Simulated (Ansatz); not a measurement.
Reactions of `[CH3][GaH][Cl]`.

Program: Ansatz. Geometries: PBE0-D4/def2-TZVP. ΔE: electronic, gas phase. CCSD(T)/CBS is the MP2 limit (def2-TZVPP, def2-QZVPP) plus CCSD(T) − MP2 in def2-TZVPP, frozen cores. This one scheme is used for every species, atoms too. Functionals use def2-TZVPP. Open shells (•) are unrestricted, without spin–orbit coupling. Spin–orbit coupling would lower the free atoms: a little for C, Cl; clearly for Ga. For Ga, Ge outer-core shells are correlated without core-valence functions, so the limit isn't a true one: a few kJ/mol of doubt a bond, and 10 to 20 or more in all where bonds break to atoms. Scalar relativity is left out up to krypton. One conformer a species, not always the lowest.

```csv
reaction,PBE0-D4 (kcal/mol),B2PLYP (kcal/mol),HF/CBS(def2) (kcal/mol),CCSD(T)/CBS(def2) (kcal/mol)
`[CH3][GaH][Cl]` + `N#[C][GeH2][C]#N` → `[CH3][Ga]([Cl])[C]#N` + `N#[C][GeH3]`,-9.1,-9.2,-10.1,-9.6
`[CH3][GaH][Cl]` + `CCCCl` → `[CH3][Ga]([Cl])[Cl]` + `CCC`,-42.9,-43.9,-46.1,-43.2
`[CH3][GaH][Cl]` → `[CH3]`• + `[Cl][GaH]`•,77.5,76.4,52.4,82.9
`[CH3][GaH][Cl]` + `CN([SiH3])[SiH3]` → `C[SiH2]N(C)[SiH3]` + `[Cl][GaH2]`,-1.7,-0.6,-1.5,-0.4
`[CH3][GaH][Cl]` + `FCC(F)Cl` → `[CH3][GaH][CH2]F` + `FC(Cl)Cl`,50.4,51.2,58.5,50.9
`[CH3][GaH][Cl]` + H₂ → `[CH3][GaH2]` + HCl,28.5,28.7,27.5,29.0
`[CH3][GaH][Cl]` → C• + Cl• + Ga• + 4 H•,526.8,520.7,402.7,529.7
`[CH3][GaH][Cl]` + H₂O → `[OH][GaH][Cl]` + CH₄,-16.9,-19.7,-20.7,-17.1
`[CH3][GaH][Cl]` → `[CH2]` (triplet) + `[Cl][GaH2]`,113.0,111.8,76.9,114.7
`[CH3][GaH][Cl]` + H–F → `[CH3][GaH][F]` + HCl,8.4,6.0,6.9,8.2
```

Largest T1 diagnostic: 0.015, for `[Cl][GaH]`•.
